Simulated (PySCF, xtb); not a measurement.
BeI2, SMILES [I][Be][I].

GFN2-xTB (xtb 6.7.1) at its own geometry gives an orbital gap of 5.76 eV and a dipole moment of 0.00 D.

Coordinates come from a B3LYP-D3(BJ)/def2-TZVP optimisation. The def2 effective core potentials stand for the cores of I; spin–orbit coupling is left out.

Task: What does M06-2X/def2-TZVPD (PySCF) give? (An estimate is asked for; the answer gives what the named calculation found.)

Result: gap 8.75 eV (levels -9.13 and -0.38 eV), dipole 0.00 D.
